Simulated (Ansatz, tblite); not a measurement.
Removing an electron: Zn(OH)2 (ZnO₂H₂). Charge 0, multiplicity 1. Geometry: r2SCAN-D4/def2-TZVP. Ansatz, gas phase; energy differences of separate SCF runs; the oxidised species was run as a doublet alone.

```xyz
5

Zn    0.095    0.142   -0.001
O    -0.839    0.877   -1.301
H    -1.791    0.763   -1.213
O     1.138   -0.429    1.298
H     1.396   -1.353    1.216
```

The xTB rows come from tblite. Correlated methods freeze 11 core orbitals. HOMO above LUMO, or a gap near zero within one spin, warns that the state may not be the lowest or that an electron is smeared out.

```json
{"level": "GFN1-xTB", "−HOMO (eV)": "12.42", "vertical IE (eV)": "16.62", "−LUMO (eV)": "7.40", "HOMO–LUMO gap (eV)": "5.02", "remarks": "–"}
{"level": "GFN2-xTB", "−HOMO (eV)": "12.39", "vertical IE (eV)": "16.54", "−LUMO (eV)": "7.97", "HOMO–LUMO gap (eV)": "4.42", "remarks": "–"}
{"level": "HF/def2-TZVPP", "−HOMO (eV)": "–", "vertical IE (eV)": "9.46", "−LUMO (eV)": "–", "HOMO–LUMO gap (eV)": "–", "remarks": "–"}
{"level": "r2SCAN-D4/def2-TZVP", "−HOMO (eV)": "7.08", "vertical IE (eV)": "10.50", "−LUMO (eV)": "1.60", "HOMO–LUMO gap (eV)": "5.49", "remarks": "gap within one spin near zero (+1 doublet)"}
{"level": "PBE0-D4/def2-TZVP", "−HOMO (eV)": "8.41", "vertical IE (eV)": "10.79", "−LUMO (eV)": "1.05", "HOMO–LUMO gap (eV)": "7.36", "remarks": "–"}
{"level": "MP2/def2-TZVPP", "−HOMO (eV)": "–", "vertical IE (eV)": "11.47", "−LUMO (eV)": "–", "HOMO–LUMO gap (eV)": "–", "remarks": "–"}
{"level": "CCSD/def2-TZVPP", "−HOMO (eV)": "–", "vertical IE (eV)": "11.06", "−LUMO (eV)": "–", "HOMO–LUMO gap (eV)": "–", "remarks": "–"}
{"level": "CCSD(T)/def2-TZVPP", "−HOMO (eV)": "–", "vertical IE (eV)": "11.16", "−LUMO (eV)": "–", "HOMO–LUMO gap (eV)": "–", "remarks": "–"}
```

Relaxing the oxidised species (r2SCAN-D4/def2-TZVP) changes its energy by -0.36 eV at PBE0-D4/def2-TZVP, so the adiabatic ionisation energy to this nearest minimum is 10.43 eV.  Run but left out: PBE-D4/def2-TZVP (charge +1 doublet: an occupied level 0.02 eV above an empty one).  Raw xTB energy differences between charge states are shifted by several eV; the methods need an empirical correction for them.
